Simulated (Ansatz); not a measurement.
Input file for Ansatz (a program for electronic structure): R-CCSD(T)/def2-TZVPPD on HBr (SMILES Br) with ghost functions. Files ending in .json are basis or fitting sets from the Basis Set Exchange. The run froze 14 orbitals, filled d shells among them.

Ansatz 0.2 input:
```yaml
crystal:
  periodic: [false, false, false]
  atoms:
    - {symbol: Br, position_ang: [-0.60941552, -1.15564798, -0.02079492]}
    - {symbol: H, position_ang: [-0.15485613, -0.42266917, 1.13543890]}
basis:
  gaussian:
    orbitals: def2-TZVPPD.json
    ghost_atoms:
      - {symbol: O, position_ang: [0.41415649, 0.49281821, 2.69080823]}
      - {symbol: Si, position_ang: [-0.09076068, 0.12681566, 4.23551692]}
      - {symbol: H, position_ang: [1.09887725, 1.15488645, 2.56405945]}
      - {symbol: H, position_ang: [1.03795800, -0.38051467, 5.04901101]}
      - {symbol: H, position_ang: [-1.12040152, -0.91284549, 4.06364915]}
      - {symbol: H, position_ang: [-0.65775792, 1.32434713, 4.89702187]}
magnetization: {spin_polarized: false}
correlation: {method: ccsd_t, electrons: outside_noble_gas}
scf: {lower_state_search: off}
```

The log:

```
Functional definition: HF
[...]
these checks for a lower state are left out or cut short: stability, starts, cluster_reference, orbital_swaps, neighbouring_geometries, increment
integrals: 1.22 GiB planned
1324 factors; integrals over basis functions are off by at most 1.0e-3 eV
mean field: 0.65 GiB planned
mean field evaluation 1: about -70014.5404 eV, gradient 9.3e0 eV
mean field evaluation 2: about -70014.5582 eV, gradient 9.5e0 eV
mean field evaluation 4: about -70014.9404 eV, gradient 1.2e0 eV
mean field evaluation 8: about -70014.9487 eV, gradient 6.1e-5 eV
mean field -70014.94874813 eV, -2573.0019086571 hartree, gradient 1.9e-6 eV, S^2 0.000000; 0 other end points of the search recorded, 0 dependent functions left out
14 core orbitals not correlated
reference -70014.94874813 eV, -2573.0019086571 hartree; 4, 4 occupied and 212, 212 virtual orbitals, 1324 factors
second order -4.78248537 eV of doubles, -0.00000000 eV of singles
coupled cluster: 1.21 GiB planned
cycle   1  -5.16685421 eV  change   -3.8e-1 eV  update   4.0e-2
cycle   2  -5.28941931 eV  change   -1.2e-1 eV  update   1.2e-2
cycle   3  -5.29648766 eV  change   -7.1e-3 eV  update   3.0e-3
cycle   4  -5.29590667 eV  change    5.8e-4 eV  update   8.1e-4
cycle   5  -5.29569436 eV  change    2.1e-4 eV  update   1.8e-4
cycle   6  -5.29566532 eV  change    2.9e-5 eV  update   5.5e-5
cycle   7  -5.29566980 eV  change   -4.5e-6 eV  update   1.8e-5
cycle   8  -5.29567232 eV  change   -2.5e-6 eV  update   5.5e-6
perturbative correction -0.18437729 eV, -0.0067757403 hartree
Total energy: -70020.42879774 eV, -2573.2032967655 hartree
Checks for a lower state left out: stability, starts, cluster_reference, orbital_swaps, neighbouring_geometries, increment
```

Self-consistency was reached.

Cost: about 3 core-minutes (a rough figure).
